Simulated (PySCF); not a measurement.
Telling isomers of C4H8N2O2Si apart by NMR

No relativistic terms, gas phase, averaged over atoms made equivalent by symmetry, fast rotation or ring inversion, one conformer. Geometry: GFN2-xTB; PBE0/pcSseg-1 with gauge-including orbitals; PySCF 2.14.

Referencing at the same level of theory: TMS for 1H and 13C. Where no couplings were computed, multiplicities follow the n + 1 count of equivalent neighbours, and m marks all less simple cases (inequivalent or close neighbours, rings, F or P nearby). Shifts are as computed. Against solution values, carbons near 30 ppm lie about +3 ppm off and those near 130 ppm about +5 ppm. Of 1211 compounds with measured shifts, 218 miss one by over three times the rms of a fit or turn the order of signals round; such compounds aren't used in these exercises. OH and NH positions are gas-phase values without hydrogen bonding to other molecules.

(1) Tabulate the signals of `CO[Si@H](O)n1ccnc1`, `CO[Si@H](O)n1cccn1` and their relative energies.

(2) What is the quickest way to tell CO[Si@H](O)n1ccnc1 from CO[Si@H](O)n1cccn1?

## Answers

(1) 
| SMILES | carbon types | δC | δH | E rel. (kcal/mol) |
| --- | --- | --- | --- | --- |
| CO[Si@H](O)n1ccnc1 | 3×CH 1×CH3 | 140.0, 137.4, 121.0, 52.6 | 7.49 (m, 1H), 7.43 (m, 1H), 6.85 (m, 1H), 5.15 (s, 1H), 3.99 (s, 3H), 2.41 (br s, 1H) | 0.0 |
| CO[Si@H](O)n1cccn1 | 3×CH 1×CH3 | 146.9, 137.2, 112.4, 52.1 | 7.80 (m, 1H), 7.65 (m, 1H), 6.57 (m, 1H), 5.18 (s, 1H), 4.15 (s, 3H), 3.85 (br s, 1H) | 7.9 |

Energies are electronic energies at PBE0/pcSseg-1 on these geometries, without zero-point or thermal terms, each for the one conformer computed, which needn't be the lowest.

(2) Both give the same number of carbon signals, with the same numbers of each carbon type, so the positions decide. The first has an aromatic CH next to a ring nitrogen at 121.0 ppm, the second an aromatic CH at 112.4 ppm. Their most deshielded carbons lie at 140.0 and 146.9 ppm.
